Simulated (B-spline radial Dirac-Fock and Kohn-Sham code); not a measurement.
Two-hole binding energies of Ti³⁺

System: Ti³⁺, 1s2 2s2 2p6 3s2 3p6 3d1.

These are calculated numbers from a radial atomic solver; the model is Dirac-Fock (average of configuration) total-energy differences with a finite nucleus, the Breit interaction including its frequency dependence, and self-energy and vacuum-polarisation corrections. U is the two-hole binding energy less the two single-hole energies, the effective repulsion of the holes after relaxation. Each two-hole energy is an average over J within one jj subconfiguration.

| holes | E(a) (eV) | E(b) (eV) | E(ab) (eV) | U (eV) |
| --- | --- | --- | --- | --- |
| 1s⁻² | 5014.0 | 5014.0 | 10339.0 | 311.1 |
| 1s⁻¹ 2p1/2⁻¹ | 5014.0 | 510.6 | 5608.6 | 84.0 |
| 1s⁻¹ 2p3/2⁻¹ | 5014.0 | 505.0 | 5601.8 | 82.8 |
| 1s⁻¹ 3p1/2⁻¹ | 5014.0 | 79.93 | 5120.6 | 26.7 |
| 1s⁻¹ 3p3/2⁻¹ | 5014.0 | 79.25 | 5119.7 | 26.5 |
| 2s⁻² | 612.4 | 612.4 | 1281.2 | 56.4 |
| 2s⁻¹ 2p1/2⁻¹ | 612.4 | 510.6 | 1174.6 | 51.5 |
| 2p1/2⁻² | 510.6 | 510.6 | ? | ? |
| 2p3/2⁻² | 505.0 | 505.0 | 1071.4 | 61.3 |
| 2s⁻¹ 3p3/2⁻¹ | 612.4 | 79.25 | 716.3 | 24.6 |
| 2p1/2⁻¹ 3s⁻¹ | 510.6 | 109.9 | 646.3 | 25.7 |
| 2p3/2⁻¹ 3p1/2⁻¹ | 505.0 | 79.93 | 610.1 | 25.2 |
| 3p1/2⁻¹ 3p3/2⁻¹ | 79.93 | 79.25 | 178.9 | 19.7 |
| 3p3/2⁻² | 79.25 | 79.25 | 178.6 | 20.1 |

Question: Give the missing two-hole energy and U.

Answer: E(ab) = 1085.9 eV and U = 64.7 eV.
